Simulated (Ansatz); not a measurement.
Basis-set series for ClGeH$_{3}$N (`[NH2][GeH][Cl]`) radical. Charge 0, multiplicity 2. Geometry: relaxed with PBE0-D4/def2-TZVP. It is one conformer, not always the lowest.

| functional | basis | functions | energy (Eh) | HOMO (eV) | LUMO (eV) |
| --- | --- | --- | --- | --- | --- |
| PBE0-D4 | def2-SVP | 79 | -2592.85420 | -5.92 | -2.77 |
| PBE0-D4 | def2-TZVPP | 163 | -2593.34707 | -6.09 | -2.91 |
| ωB97M-V | def2-SVP | 79 | -2593.16287 | -7.89 | -0.89 |
| ωB97M-V | def2-TZVPP | 163 | -2593.65568 | -8.08 | -1.10 |

**Question.** Give the rows for def2-QZVPP. (An estimate is asked.)

**Answer.** Computed: 
| functional | basis | functions | energy (Eh) | HOMO (eV) | LUMO (eV) |
| --- | --- | --- | --- | --- | --- |
| PBE0-D4 | def2-QZVPP | 306 | -2593.40934 | -6.14 | -2.97 |
| ωB97M-V | def2-QZVPP | 306 | -2593.71617 | -8.15 | -1.22 |

HOMO and LUMO are taken over both spins. Scalar relativity is left out up to krypton.
